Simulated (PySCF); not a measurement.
3,3,3-trifluoroprop-1-yne (C3HF3), SMILES C#CC(F)(F)F.

The structure is a stationary point at B3LYP-D3(BJ)/def2-SVP.

Computed with SMD-ωB97X/6-31G* run with PySCF.

Solvation free energies are E(SMD) − E(gas) at the gas-phase geometry, for 1 M in both phases. In vacuum the dipole moment is 2.21 D.

Computed solvation free energies in water, dichloromethane, cyclohexanone:
```json
[
 {"solvent": "water", "ΔG(solv) (kcal/mol)": "1.8", "its non-electrostatic (CDS) part": "5.4", "dipole (D)": "2.77"},
 {"solvent": "dichloromethane", "ΔG(solv) (kcal/mol)": "-1.9", "its non-electrostatic (CDS) part": "1.2", "dipole (D)": "2.69"},
 {"solvent": "cyclohexanone", "ΔG(solv) (kcal/mol)": "-0.8", "its non-electrostatic (CDS) part": "2.5", "dipole (D)": "2.73"}
]
```
